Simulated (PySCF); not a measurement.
Al(H)(OH)(SiH3) (AlH5OSi), SMILES [OH][AlH][SiH3]. Atoms are numbered in the order given.

```xyz
8

Al    -0.5477     0.7415     0.0000
H     -2.0503     1.2433     0.0000
O      0.7061     1.8939     0.0000
H      0.5626     2.8419     0.0000
Si     0.1506    -1.6058     0.0000
H     -0.3876    -2.3127     1.1935
H     -0.3876    -2.3127    -1.1935
H      1.6255    -1.7698     0.0000
```

Coordinates come from a B3LYP-D3(BJ)/def2-TZVP optimisation. One conformer was computed; it need not be the lowest.

The numbers are results of M06-2X/def2-TZVPD (PySCF), not measurements.

Symmetry labels are those of the subgroup Cs that the program uses (full group Cs).

Computed valence orbital energies around the gap with their symmetry:
```csv
orbital,symmetry,energy (eV)
HOMO−7,A',-16.53
HOMO−6,A',-15.73
HOMO−5,A',-12.40
HOMO−4,A",-11.14
HOMO−3,A',-10.90
HOMO−2,A",-10.85
HOMO−1,A',-10.71
HOMO,A',-8.61
LUMO,A",-0.78
LUMO+1,A',-0.13
LUMO+2,A',0.39
LUMO+3,A',0.76
```
